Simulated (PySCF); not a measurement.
Constitutional and geometric isomers with formula C3H6Si. Gas-phase values, no solvent. One relaxed conformer stands for each flexible species; it need not be the lowest. Strings in code marks are SMILES.

The numbers are results of PBE-D3(BJ)/def2-TZVP run with PySCF, not measurements. All candidates: neutral, multiplicity 1. Excitations are Tamm–Dancoff values on a coarser integration grid. The basis has no diffuse functions, so Rydberg states are missing or too high.

```json
{
  "HOMO": "-5.26 eV",
  "LUMO": "-2.55 eV",
  "S1 excitation (TDA)": "3.96 eV"
}
```

### Question
Name which member has these values.
(A) `C1=[SiH]CC1`
(B) `C#C[SiH2]C`
(C) `C=[Si]1CC1`
(D) `C=C[SiH]=C` (C–C–Si–C torsion 2°)

### Answer
D, `C=C[SiH]=C` (C–C–Si–C torsion 2°). The others give `C1=[SiH]CC1`: -4.98 eV, -1.66 eV, 4.64 eV; `C#C[SiH2]C`: -6.89 eV, -1.02 eV, 5.92 eV; `C=[Si]1CC1`: -5.35 eV, -1.46 eV, 4.77 eV
